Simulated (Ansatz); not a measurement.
Consider the redistribution: `[AlH2][NH][SiH2]O[SiH3]` + `F[SiH](F)F` → `F[SiH2][NH][AlH2]` + `F[SiH](F)O[SiH3]`.

Calculated with Ansatz (gas phase, PBE0-D4/def2-TZVP geometries, no zero-point term in ΔE). CCSD(T)/CBS adds triple-zeta CCSD(T) − MP2 to the extrapolated MP2 energy (def2 sets, frozen cores). One conformer a species, not always the lowest.

```tsv
species	CCSD(T)/CBS(def2) energy (Eh)
`[AlH2][NH][SiH2]O[SiH3]`	-955.00198
`F[SiH](F)F`	-589.26725
`F[SiH2][NH][AlH2]`	-688.71689
`F[SiH](F)O[SiH3]`	-855.55648
```

Problem. Work out ΔE.

Solution. ΔE = (-688.71689) + (-855.55648) − (-955.00198) − (-589.26725) = -0.00414 Eh = -10.9 kJ/mol.

Largest T1 diagnostic among the species: 0.012.

In def2-TZVPP, CCSD(T) changes the Hartree–Fock value by +5.7 kJ/mol (the triples alone add +1.1 kJ/mol) and MP2 by +6.3 kJ/mol. Leaving LDA and LC-ωPBE aside and taking each functional with its dispersion term where it has one, the values, not all of them listed here, spread over 4.3 kJ/mol, from BHLYP-D4 to revPBE-D4. At CCSD(T), def2-SVP lies −3.7 kJ/mol from the extrapolated value and def2-TZVPP +1.2 kJ/mol.
